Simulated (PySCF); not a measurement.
Electron correlation in N (nitrogen, neutral)

[He] 2s2 2p3, high-spin 4S determinant. Computed with PySCF 2.14 in aug-cc-pCVTZ-DK (7s6p4d2f, 59 functions), with scalar relativity by spin-free X2C-1e. Frozen: nothing; 7 electrons correlated.

| level | correlation energy (mhartree) |
| --- | --- |
| CCSD | -165.77 |
| (T) | -2.88 |
| CCSD(T) | -168.65 |

Diagnostics: T1 = 0.0058, D1 = 0.0149, largest double amplitude 0.028.

Cost of the coupled-cluster step: roughly 2.6 core-seconds, for 7 correlated electrons.

Iterations:

```
CC2 = 0
CCSD nocc = (np.int64(5), np.int64(2)), nmo = (59, 59)
frozen orbitals [[], []]
max_cycle = 100
direct = 0
conv_tol = 1e-08
conv_tol_normt = 1e-06
diis_space = 8
diis_start_cycle = 0
Init t2, MP2 energy = -0.148836710518409
Init E_corr(UCCSD) = -0.148836710519033
cycle = 1  E_corr(UCCSD) = -0.162167137784501  dE = -0.0133304273  norm(t1,t2) = 0.0296864
cycle = 2  E_corr(UCCSD) = -0.164618247804142  dE = -0.00245111002  norm(t1,t2) = 0.0109695
cycle = 3  E_corr(UCCSD) = -0.16584277718706  dE = -0.00122452938  norm(t1,t2) = 0.00522752
cycle = 4  E_corr(UCCSD) = -0.165761850266944  dE = 8.09269201e-05  norm(t1,t2) = 0.00104896
cycle = 5  E_corr(UCCSD) = -0.165770857338428  dE = -9.00707148e-06  norm(t1,t2) = 0.000298256
cycle = 6  E_corr(UCCSD) = -0.165774407640731  dE = -3.5503023e-06  norm(t1,t2) = 7.47572e-05
cycle = 7  E_corr(UCCSD) = -0.16577407431599  dE = 3.33324741e-07  norm(t1,t2) = 1.73183e-05
cycle = 8  E_corr(UCCSD) = -0.165774119000732  dE = -4.46847419e-08  norm(t1,t2) = 3.1209e-06
cycle = 9  E_corr(UCCSD) = -0.165774137006832  dE = -1.80060994e-08  norm(t1,t2) = 7.31137e-07
cycle = 10  E_corr(UCCSD) = -0.165774137867671  dE = -8.60839788e-10  norm(t1,t2) = 1.64727e-07
UCCSD converged
E(UCCSD) = -54.59620709309353  E_corr = -0.1657741378676713
UCCSD(T) correction = -0.00287891097957303
```
